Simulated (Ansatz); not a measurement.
`O[SiH2][SiH](O)S` + `C=C` → `C=C[SiH](O)[SiH2]O` + H₂S  (formal exchange of groups at the Si–S bond)

Program: Ansatz. Geometries: PBE0-D4/def2-TZVP. ΔE: electronic, gas phase. CCSD(T)/CBS is the MP2 limit (def2-TZVPP, def2-QZVPP) plus CCSD(T) − MP2 in def2-TZVPP, frozen cores. This one scheme is used for every species. Each species was taken in one conformer, which may not be the lowest.

`O[SiH2][SiH](O)S`:

Cartesian coordinates in Å:
```
O 1.412 1.636 -0.182
Si 1.363 0.178 0.600
Si -0.665 -0.845 0.020
O -0.681 -0.654 -1.624
S -2.340 0.087 0.971
H 1.211 1.611 -1.120
H 1.441 0.476 2.050
H 2.515 -0.693 0.225
H -0.840 -2.271 0.412
H -1.495 -0.867 -2.086
H -1.919 1.342 0.734
```

`C=C`:

```xyz
6

C    -0.326    0.404   -0.410
C     0.326   -0.404    0.410
H    -1.072    1.103   -0.047
H    -0.142    0.401   -1.479
H     1.072   -1.103    0.047
H     0.142   -0.401    1.479
```

`C=C[SiH](O)[SiH2]O`:

Cartesian coordinates in Å:
```
C -1.343 1.289 1.153
C -1.184 1.317 -0.168
Si 0.114 0.342 -1.062
O -0.598 -0.311 -2.410
Si 0.966 -1.385 0.288
O 1.569 -0.703 1.676
H -0.724 0.667 1.795
H -2.092 1.895 1.656
H -1.834 1.966 -0.755
H 1.229 1.239 -1.498
H -0.026 -0.507 -3.153
H 2.035 -2.136 -0.441
H -0.097 -2.384 0.610
H 1.988 -1.288 2.308
```

H₂S:

Z-matrix (Å, degrees):
```
S
H 1 1.341
H 1 1.341 2 92.3
```

| level | ΔE (eV) |
| --- | --- |
| CCSD/def2-TZVPP | 0.70 |
| HF/def2-QZVPP | 0.74 |
| MP2/def2-QZVPP | 0.76 |
| MP2/CBS(def2) | 0.77 |

What does CCSD(T)/CBS give? (Best estimate.)

Computed: +0.74 eV. The listed levels differ from it by -0.04, 0.00, 0.02, 0.03 eV.

Largest T1 diagnostic among the species: 0.012.
